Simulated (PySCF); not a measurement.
B(F)(OMe)2 (C2H6BFO2), SMILES COB(F)OC.

Geometry: PBE-D3(BJ)/def2-SVP. The geometry has at least one imaginary mode, so it is a saddle point at that level. The values are those of a single conformer.

Level of theory: PBE-D3(BJ)/def2-SVP in PySCF 2.14.0.

Harmonic, unscaled wavenumbers; measured fundamentals usually lie a few per cent lower.

```json
[
 {"mode": "1", "ν (cm⁻¹)": "36i", "IR (km/mol)": "0.0", "moving atoms (share of kinetic energy)": "H 98 %"},
 {"mode": "2", "ν (cm⁻¹)": "50", "IR (km/mol)": "0.0", "moving atoms (share of kinetic energy)": "H 96 %"},
 {"mode": "3", "ν (cm⁻¹)": "125", "IR (km/mol)": "5.9", "moving atoms (share of kinetic energy)": "O 49 %, C 22 %, H 21 %"},
 {"mode": "4", "ν (cm⁻¹)": "174", "IR (km/mol)": "5.1", "moving atoms (share of kinetic energy)": "C 51 %, H 28 %, O 9 %"},
 {"mode": "5", "ν (cm⁻¹)": "178", "IR (km/mol)": "0.2", "moving atoms (share of kinetic energy)": "O 58 %, H 17 %, F 14 %, C 11 %"},
 {"mode": "6", "ν (cm⁻¹)": "265", "IR (km/mol)": "3.3", "moving atoms (share of kinetic energy)": "C 32 %, F 31 %, H 19 %, O 17 %"},
 {"mode": "7", "ν (cm⁻¹)": "456", "IR (km/mol)": "11.4", "moving atoms (share of kinetic energy)": "F 35 %, O 32 %, C 19 %"},
 {"mode": "8", "ν (cm⁻¹)": "528", "IR (km/mol)": "4.1", "moving atoms (share of kinetic energy)": "O 54 %, F 17 %, C 12 %, H 10 %"},
 {"mode": "9", "ν (cm⁻¹)": "645", "IR (km/mol)": "46.5", "moving atoms (share of kinetic energy)": "B 82 %, O 13 %"},
 {"mode": "10", "ν (cm⁻¹)": "759", "IR (km/mol)": "4.0", "moving atoms (share of kinetic energy)": "O 44 %, F 29 %, C 18 %, H 9 %"},
 {"mode": "11", "ν (cm⁻¹)": "1053", "IR (km/mol)": "76.0", "moving atoms (share of kinetic energy)": "C 42 %, O 41 %, B 11 %"},
 {"mode": "12", "ν (cm⁻¹)": "1115", "IR (km/mol)": "15.2", "moving atoms (share of kinetic energy)": "H 33 %, O 32 %, C 29 %"},
 {"mode": "13", "ν (cm⁻¹)": "1137", "IR (km/mol)": "0.1", "moving atoms (share of kinetic energy)": "H 76 %, C 19 %"},
 {"mode": "14", "ν (cm⁻¹)": "1146", "IR (km/mol)": "0.7", "moving atoms (share of kinetic energy)": "H 76 %, C 19 %"},
 {"mode": "15", "ν (cm⁻¹)": "1149", "IR (km/mol)": "15.7", "moving atoms (share of kinetic energy)": "H 72 %, C 20 %"},
 {"mode": "16", "ν (cm⁻¹)": "1183", "IR (km/mol)": "7.3", "moving atoms (share of kinetic energy)": "H 42 %, O 25 %, C 22 %"},
 {"mode": "17", "ν (cm⁻¹)": "1360", "IR (km/mol)": "296.0", "moving atoms (share of kinetic energy)": "H 47 %, B 27 %, C 13 %, O 11 %"},
 {"mode": "18", "ν (cm⁻¹)": "1380", "IR (km/mol)": "296.2", "moving atoms (share of kinetic energy)": "H 49 %, B 30 %, C 11 %"},
 {"mode": "19", "ν (cm⁻¹)": "1418", "IR (km/mol)": "4.6", "moving atoms (share of kinetic energy)": "H 97 %"},
 {"mode": "20", "ν (cm⁻¹)": "1420", "IR (km/mol)": "23.4", "moving atoms (share of kinetic energy)": "H 95 %"},
 {"mode": "21", "ν (cm⁻¹)": "1425", "IR (km/mol)": "2.7", "moving atoms (share of kinetic energy)": "H 96 %"},
 {"mode": "22", "ν (cm⁻¹)": "1426", "IR (km/mol)": "2.3", "moving atoms (share of kinetic energy)": "H 96 %"},
 {"mode": "23", "ν (cm⁻¹)": "1457", "IR (km/mol)": "152.2", "moving atoms (share of kinetic energy)": "H 48 %, B 32 %, O 11 %"},
 {"mode": "24", "ν (cm⁻¹)": "1502", "IR (km/mol)": "398.7", "moving atoms (share of kinetic energy)": "B 42 %, H 33 %, O 23 %"},
 {"mode": "25", "ν (cm⁻¹)": "2950", "IR (km/mol)": "53.9", "moving atoms (share of kinetic energy)": "H 97 %"},
 {"mode": "26", "ν (cm⁻¹)": "2957", "IR (km/mol)": "52.3", "moving atoms (share of kinetic energy)": "H 98 %"},
 {"mode": "27", "ν (cm⁻¹)": "3029", "IR (km/mol)": "28.4", "moving atoms (share of kinetic energy)": "H 90 %, C 10 %"},
 {"mode": "28", "ν (cm⁻¹)": "3043", "IR (km/mol)": "25.3", "moving atoms (share of kinetic energy)": "H 90 %, C 10 %"},
 {"mode": "29", "ν (cm⁻¹)": "3057", "IR (km/mol)": "15.1", "moving atoms (share of kinetic energy)": "H 90 %, C 10 %"},
 {"mode": "30", "ν (cm⁻¹)": "3067", "IR (km/mol)": "23.6", "moving atoms (share of kinetic energy)": "H 90 %, C 10 %"}
]
```
